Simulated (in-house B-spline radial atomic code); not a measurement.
How numerical settings move a run on Si⁺, [Ne] 3s2 3p1. Computed with a B-spline radial code for spherical atoms: Dirac-Hartree-Fock, average of configuration, Fermi nucleus of rms radius 3.1224 fm.

Command:
```bash
python run_scf.py task.json out
```
Settings of the sound reference run:
```
Z                14
electrons        13
configuration    [Ne] 3s2 3p1
hamiltonian      dirac
method           hf
spin_polarised   False
nucleus          fermi
rms_radius       3.1224
mass_number      28
atomic_mass      27.97693
speed_of_light   137.036
knot_spacing     0.22
spline_order     8
gauss_points     12
box_radius       35.29
max_iterations   70
damping          0.5
damped_steps     3
diis_vectors     10
tolerance        1e-08
start            Thomas-Fermi
```

Time taken, with all properties: 1.4 s on 1 thread of Arm Neoverse N1, on a shared host.

It converges in 9 iterations to -289.200260 hartree, with 3p3/2 at -15.9182 eV. The other runs change the listed settings, some to values that make no sense; their results aren't properties of the atom or ion. Radii are in bohr (the nuclear one in fm), a minus after a letter asks for a j subshell, and «unchanged» means within 1e-8 hartree. The run stops when the residual is below 10 × tolerance × max(1, Z/10), or a noise floor if that is larger, and the energy moves by less than 1e-8 × √|E| hartree; so very loose and very tight tolerances often act alike.

| changed settings | outcome |
| --- | --- |
| gauss_points = 8, box_radius = 2.12, max_iterations = 50, damping = 0, damped_steps = 8 | converged in 11 iterations, energy +3.91e+00 hartree from the reference, 3p3/2 level +4.6e+01 eV (the program warns: 3p3/2 has a positive eigenvalue: unbound, held by the box; 3s1/2 has a positive eigenvalue: unbound, held by the box) |
| gauss_points = 5, box_radius = 70.58, max_iterations = 75, diis_vectors = 20, tolerance = 1e-06 | converged in 8 iterations, energy unchanged, 3p3/2 level -2.6e-05 eV |
| box_radius = 141.16, first_knot = 0.0714, max_iterations = 5, tolerance = 0.0001 | not converged after 5 iterations, last residual 2.0e-03, last energy +3.90e-02 hartree from the reference |
| electrons = 14, configuration = [Ne] 3s2 3p1 3f1, max_iterations = 75 | stopped with error: there is no 3f shell |
| electrons = 14, configuration = [Ne] 3s2 3p1 4p-1, max_iterations = 50 | converged in 11 iterations to -289.2716 hartree, a different physical problem (warning: 3p1/2 reaches the box edge) |
| damping = 0 | converged in 8 iterations, energy unchanged, 3p3/2 level +6.3e-07 eV |
| knot_spacing = 0.1, first_knot = 0.00714, max_iterations = 75 | converged in 9 iterations, energy +8.69e-05 hartree from the reference, 3p3/2 level +1.4e-05 eV |
| max_iterations = 60, diis_vectors = 4, tolerance = 1e-10, start = bare nucleus | converged in 10 iterations, energy unchanged, 3p3/2 level -2.5e-06 eV |
| damping = 0.2 | converged in 8 iterations, energy unchanged, 3p3/2 level -3.5e-06 eV |
| diis_vectors = 1 | converged in 13 iterations, energy unchanged, 3p3/2 level -1.3e-06 eV |

(1) What happens with damping = 0.8?

(2) What happens with diis_vectors = 0?

(3) What happens with method = r2scan?

(4) What happens with diis_vectors = 2?

Results:

(1) Converged in 9 iterations, energy unchanged, 3p3/2 level -3.4e-07 eV.

(2) Converged in 25 iterations, energy unchanged, 3p3/2 level -4.9e-06 eV.

(3) Stopped with error: meta-GGAs are not served with the Dirac Hamiltonian.

(4) Converged in 10 iterations, energy unchanged, 3p3/2 level -5.5e-06 eV.
